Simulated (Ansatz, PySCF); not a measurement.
Isomers of CH3NO: 1 is NC=O, 2 is [H]/N=C/O; one conformer of each (the lowest of an xTB search), B3LYP-D3(BJ)/def2-TZVP minima.
Isomer 1 (charge 0, multiplicity 1):
```xyz
6

N     -0.693    -0.031    -0.009
C      0.661     0.034     0.008
O      1.308     1.044    -0.145
H     -1.227     0.810    -0.159
H     -1.176    -0.902     0.125
H      1.127    -0.954     0.181
```
Isomer 2 (charge 0, multiplicity 1):
| atom | x (Å) | y (Å) | z (Å) |
|---|---|---|---|
| H | 1.6742 | -0.5853 | 0.3395 |
| N | 0.6862 | -0.7601 | 0.1845 |
| C | 0.0490 | 0.3076 | -0.0182 |
| O | -1.2758 | 0.3183 | -0.2472 |
| H | 0.4440 | 1.3237 | -0.0386 |
| H | -1.5775 | -0.6042 | -0.2188 |

No zero-point or thermal terms.

Cores are frozen in the correlated methods. CBS(a, b) extrapolates the correlation energy as X⁻³ and adds the Hartree–Fock energy of set b.

The values were computed with Ansatz (a quantum-chemistry and plane-wave program); PySCF for the dispersion terms. 

Question: Predict the electronic energy of isomer 2 less that of isomer 1 from B97M-V/def2-TZVPP.

Answer: 12.2 kcal/mol
